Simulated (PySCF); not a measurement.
**Excitation energy of Kr⁺ by level of theory**

Kr⁺ [Ar] 3d10 4s2 4p5 (2P) → Kr⁺ [Ar] 3d10 4s1 4p5 5s1 (4P), as a difference of total energies. Calculation: PySCF 2.14, in aug-cc-pVQZ-DK (8s7p5d3f2g, 93 functions); the spin-free X2C one-electron Hamiltonian (Gaussian nucleus). Correlated levels: valence: [Ar] 3d10 frozen. The calculations carry no spin-orbit coupling.

```
           method  excitation energy (eV)
              UHF                  30.052
              LDA                  28.887
              PBE                  28.666
             PBE0                  29.280
           r2SCAN                  29.312
           B2PLYP                  28.979
            wB97X                  29.910
            HSE06                  29.301
              M06                  29.578
    MP2 (valence)                  28.410
SCS-MP2 (valence)                  28.215
```

Question: How much does correlation contribute at MP2 (valence)?

Answer: 28.410 − (30.052) = -1.642 eV, measured against UHF.

A first-order spin-orbit estimate (lowest level to lowest level, LS coupling) adds -0.027 eV.

The upper state lies above the first ionisation limit, where it may autoionise and the basis confines it. A Rydberg-like electron needs more diffuse functions than a valence basis has.

The promoted electron is Rydberg-like, and one or two diffuse shells describe it only roughly, which tends to raise the upper state.
